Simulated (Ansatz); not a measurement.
Cost and result up the ladder for Ge₆H₈ (14 atoms). The state is a singlet with charge 0. Geometry: PBE0-D4/def2-SVP.

Cartesian coordinates in Å:
```
Ge 1.477 0.604 2.793
Ge -1.556 1.173 -2.559
Ge -0.170 -0.583 1.456
Ge 0.204 -0.171 -1.555
Ge -1.910 0.387 -0.039
Ge 1.869 0.529 0.159
H -0.038 -2.096 1.114
H 3.167 -0.242 -0.130
H -3.131 -0.544 0.026
H 0.208 -1.726 -1.617
H -2.072 -0.254 -3.062
H 2.122 -0.854 2.917
H 1.983 2.032 -0.142
H -2.151 1.745 0.639
```

Ansatz on 4 threads of Intel Xeon Platinum 8259CL on a shared host. Times are rough, and most runs start from the orbitals of an earlier one. PBE0-D4/def2-TZVP serves as the yardstick here, not as an exact answer. Differences are given only for rows in sets of like size (and for xTB, whose basis is part of the method), since another set adds its own error. Binding counts from free atoms at the same level (Ge triplet, H doublet; other spins of the atoms weren't run), without zero-point energy or a counterpoise term.

Correlated methods freeze 54 core orbitals; core or outer-core shells of Ge are correlated, in sets that lack core-valence functions. The rows differ in basis, and correlated rows in double-zeta sets carry the largest basis error. Another isomer (singlet) lies 0.63 eV lower at PBE0-D4/def2-TZVP; other spin states weren't run for this one.

Correlated methods converge slowly with the basis, most of all in double-zeta sets.

```csv
level,functions,wall time,binding energy per atom (eV),difference from PBE0-D4/def2-TZVP (eV)
LDA (SPW92)/def2-TZVP,336,6 s,3.06,0.45
PBE-D4/def2-TZVP (with forces),336,12 s,2.65,0.04
r2SCAN-D4/def2-TZVP,336,17 s,2.67,0.05
MP2/def2-SVP,232,18 s,2.40,–
B97M-V/def2-TZVP,336,27 s,2.68,0.06
PBE0-D4/def2-TZVP,336,36 s,2.62,0.00
```
